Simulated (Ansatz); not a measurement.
**Errors in the atomisation enthalpy at 298 K**

6 molecules with two or more fluorines; the atomisation enthalpy at 298 K in kJ/mol, computed less measured. Shapes, held fixed at every level: PBE0-D4/def2-TZVP. Flexible molecules stand in one conformer, not always the lowest. Thermal terms are harmonic and unscaled (PBE0-D4/def2-TZVP); the spin-orbit lowering of the free atoms is taken from their spectra. Programs: Ansatz 0.2.0. Measured values: Active Thermochemical Tables, CRC Handbook of Chemistry and Physics, NIST-JANAF tables.

Levels: A = SPW92/def2-TZVPP; B = r2SCAN0-D4/def2-TZVPP; C = wB97X-V/def2-TZVPP.

```
                                        molecule  from tabulated heats     A    B    C
                    BClF2 (chlorodifluoroborane)                  1736  +303  -25   -2
                C2ClF3 (chlorotrifluoroethylene)                  2299  +617  -66  +12
                    SeF6 (selenium hexafluoride)                  1820  +706  -69  +50
        C2Cl3F3 (1,1,2-trichlorotrifluoroethane)                  2753  +745  -67  +23
C2Cl4F2 (1,1,1,2-tetrachloro-2,2-difluoroethane)                  2568  +744  -22  +58
                     C2H4F2 (1,1-difluoroethane)                  2965  +504  -48   +6
```

Problem. Which level does best on this set, which worst, and which err to one side?

Solution. 
```
                level                    kind  mean error  mean absolute error  worst case
     SPW92/def2-TZVPP                     LDA      +603.2                603.2     C2Cl3F3
r2SCAN0-D4/def2-TZVPP           global hybrid       -49.5                 49.5        SeF6
   wB97X-V/def2-TZVPP  range-separated hybrid       +24.5                 25.2     C2Cl4F2
```

On this set wB97X-V/def2-TZVPP has the smallest mean absolute error and SPW92/def2-TZVPP the largest. SPW92/def2-TZVPP is too high in 6 of 6; r2SCAN0-D4/def2-TZVPP is too low in 6 of 6; wB97X-V/def2-TZVPP is too high in 5 of 6. The heats of C2ClF3 (chlorotrifluoroethylene), SeF6 (selenium hexafluoride), C2Cl3F3 (1,1,2-trichlorotrifluoroethane) come from older tables and can be uncertain by 10 kJ/mol or more. Heats of the atoms come from ATcT where it has them, that of boron, 570 kJ/mol, from recent work. The tabulated values of BClF2, C2Cl4F2 are in doubt (older tables, estimates, or at odds with other calculations) and kept here. Over the 4 molecules whose values aren't doubted the mean absolute errors are A 643.0; B 62.5; C 22.8. Relativity is left out for Se. The set is small.
